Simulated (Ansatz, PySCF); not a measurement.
Process, species as SMILES: OB(O)O[SiH3] → [O]B(O)O[SiH3] + H atom (the H-O bond at the site shown breaks; other sites are not compared here)
Structures are relaxed separately at B3LYP-D3(BJ)/def2-TZVP in Ansatz (a quantum-chemistry and plane-wave program), one conformer each, not searched for the lowest. Frequencies are from Ansatz or PySCF.

Wanted: bond dissociation energy (enthalpy at 298 K, with B3LYP-D3(BJ) rigid-rotor harmonic-oscillator terms), in eV. Valence correlation only, unless marked. Open shells are spin-unrestricted. No spin-orbit coupling. Non-relativistic. CBS marks a two-point X^-3 extrapolation of the correlation energy; Hartree-Fock from the larger set.

```csv
level,program,bond dissociation energy (eV)
PBE-D3(BJ)/def2-TZVPD,Ansatz + dftd3,4.77
BHLYP-D3(BJ)/def2-TZVPD,Ansatz + dftd3,4.65
RPA@PBE/cc-pV(T+d)Z,Ansatz,4.76
SCS-MP2/cc-pV(D+d)Z,Ansatz,4.69
```

Problem. Estimate the value at CCSD(T)/CBS(cc-pV(T+d)Z,cc-pV(Q+d)Z) as computed with Ansatz.

Solution. 5.03 eV, so SCS-MP2/cc-pV(D+d)Z differs from it by -0.34 eV.
